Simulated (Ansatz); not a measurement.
Mulliken charges of CH2O2Se (`O=C(O)[SeH]`) from r2SCAN/def2-TZVPP in Ansatz (PBE0-D4/def2-TZVP geometry).

| atom | x (Å) | y (Å) | z (Å) | charge (e) |
| --- | --- | --- | --- | --- |
| O1 | -0.277 | -0.663 | 1.138 | -0.306 |
| C2 | 0.111 | -0.154 | 0.133 | 0.286 |
| O3 | 1.322 | -0.339 | -0.406 | -0.265 |
| Se4 | -0.873 | 1.059 | -0.987 | -0.018 |
| H5 | 1.797 | -0.952 | 0.176 | 0.229 |
| H6 | -2.039 | 0.986 | -0.101 | 0.074 |

Task: By hand: the dipole of these point charges (1 e Å = 4.8032 D).

Result: Σ q r = (0.043, 0.085, -0.152) e Å, of length 0.179 e Å = 0.86 D.

Task: How does the dipole of the full density compare? (Best estimate.)

Result: The calculation gave: (0.154, -0.008, -0.092) e Å, 0.86 D; the point charges give 1.00 times that, at 52° from its direction.

Point charges leave out the atoms' own dipoles, such as those of lone pairs, and Mulliken's split depends on the basis, so the two needn't agree.
